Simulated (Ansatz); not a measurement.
Total energies of FH₄N₂NbO (`[NH2][Nb]([NH2])(=[O])[F]`).

| atom | x (Å) | y (Å) | z (Å) |
| --- | --- | --- | --- |
| N1 | -1.1950 | 1.1447 | -0.3298 |
| Nb2 | -0.3263 | -0.5181 | 0.2696 |
| N3 | 1.6204 | -0.4703 | -0.0255 |
| O4 | -0.5692 | -0.6266 | 1.9406 |
| F5 | -1.0654 | -1.9833 | -0.6685 |
| H6 | -1.6900 | 1.7777 | 0.2814 |
| H7 | -1.1600 | 1.5244 | -1.2655 |
| H8 | 2.0788 | -0.3336 | -0.9155 |
| H9 | 2.3068 | -0.5149 | 0.7133 |

The species carries charge 0 and has multiplicity 1. Correlated methods include outer-core shells of Nb, which these sets cover unevenly. Nb: def2 effective core potential. All single points use the PBE0-D4/def2-TZVP geometry. It is one conformer, not always the lowest. Basis def2-TZVPP, the Gaussian-basis code of Ansatz.

RPA on PBE orbitals: Hartree–Fock energy of these orbitals -342.13366 Eh, correlation -2.06977 Eh (frozen core).

| functional | kind | energy without D4 (Eh) | D4 term (kJ/mol) |
| --- | --- | --- | --- |
| PBE0 | global hybrid, 25 % exact exchange | -343.99371 | -15.5 |
| r2SCAN0 | meta-GGA hybrid, 25 % | -344.11042 | -5.3 |

(1) Give the same for LDA (SPW92), PBE, revPBE, BLYP, r2SCAN, B97M-V, B3LYP, r2SCANh, HSE06 (plane-wave form), BHLYP, CAM-B3LYP, LC-ωPBE, ωB97X-V, ωB97M-V, B2PLYP, PBE-QIDH. (An estimate is asked.)

B3LYP takes the VWN-RPA correlation (the form of Gaussian; ORCA's B3LYP/G). HSE06 is the plane-wave form, built on full-range PBE exchange. The double hybrids freeze the cores in their second-order part.

## Answers

(1) Computed: 
```json
{"functional": "LDA (SPW92)", "kind": "LDA", "energy without D4 (Eh)": "-342.14268", "D4 term (kJ/mol)": "–"}
{"functional": "PBE", "kind": "GGA", "energy without D4 (Eh)": "-344.04585", "D4 term (kJ/mol)": "-18.3"}
{"functional": "revPBE", "kind": "GGA", "energy without D4 (Eh)": "-344.28214", "D4 term (kJ/mol)": "-49.6"}
{"functional": "BLYP", "kind": "GGA", "energy without D4 (Eh)": "-344.25592", "D4 term (kJ/mol)": "-39.1"}
{"functional": "r2SCAN", "kind": "meta-GGA", "energy without D4 (Eh)": "-344.21697", "D4 term (kJ/mol)": "-4.5"}
{"functional": "B97M-V", "kind": "meta-GGA with VV10", "energy without D4 (Eh)": "-344.24573", "D4 term (kJ/mol)": "–"}
{"functional": "B3LYP", "kind": "global hybrid, 20 %", "energy without D4 (Eh)": "-344.33770", "D4 term (kJ/mol)": "-29.4"}
{"functional": "r2SCANh", "kind": "meta-GGA hybrid, 10 %", "energy without D4 (Eh)": "-344.17351", "D4 term (kJ/mol)": "-4.8"}
{"functional": "HSE06 (plane-wave form)", "kind": "screened hybrid", "energy without D4 (Eh)": "-343.98009", "D4 term (kJ/mol)": "-14.6"}
{"functional": "BHLYP", "kind": "global hybrid, 50 %", "energy without D4 (Eh)": "-344.04790", "D4 term (kJ/mol)": "-23.6"}
{"functional": "CAM-B3LYP", "kind": "range-separated hybrid", "energy without D4 (Eh)": "-344.17441", "D4 term (kJ/mol)": "-15.9"}
{"functional": "LC-ωPBE", "kind": "long-range corrected hybrid", "energy without D4 (Eh)": "-344.15267", "D4 term (kJ/mol)": "–"}
{"functional": "ωB97X-V", "kind": "range-separated hybrid GGA with VV10", "energy without D4 (Eh)": "-344.17288", "D4 term (kJ/mol)": "–"}
{"functional": "ωB97M-V", "kind": "range-separated hybrid meta-GGA with VV10", "energy without D4 (Eh)": "-344.12928", "D4 term (kJ/mol)": "–"}
{"functional": "B2PLYP", "kind": "double hybrid", "energy without D4 (Eh)": "-344.05251", "D4 term (kJ/mol)": "–"}
{"functional": "PBE-QIDH", "kind": "double hybrid", "energy without D4 (Eh)": "-343.89894", "D4 term (kJ/mol)": "–"}
```

LC-ωPBE has ω = 0.4 bohr⁻¹.
